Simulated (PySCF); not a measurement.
TaO₂F, SMILES [Ta]([F])(=[O])=[O], multiplicity 1.

Coordinates come from a B3LYP-D3(BJ)/def2-TZVP optimisation. The spin state was assumed, not searched. The def2 effective core potentials stand for the cores of Ta; spin–orbit coupling is left out.

All values below come from PBE/def2-TZVPD (PySCF).

Symmetry labels are those of the subgroup Cs that the program uses (full group Cs).

List the valence orbital energies around the gap with their symmetry. (An estimate is asked for; the answer gives what the named calculation found.)


| orbital | symmetry | energy (eV) |
|---|---|---|
| HOMO−7 | A' | -10.58 |
| HOMO−6 | A" | -10.56 |
| HOMO−5 | A' | -9.19 |
| HOMO−4 | A" | -8.96 |
| HOMO−3 | A" | -8.33 |
| HOMO−2 | A' | -8.23 |
| HOMO−1 | A' | -7.88 |
| HOMO | A" | -6.85 |
| LUMO | A' | -4.93 |
| LUMO+1 | A' | -2.74 |
| LUMO+2 | A" | -1.93 |
| LUMO+3 | A' | -0.97 |
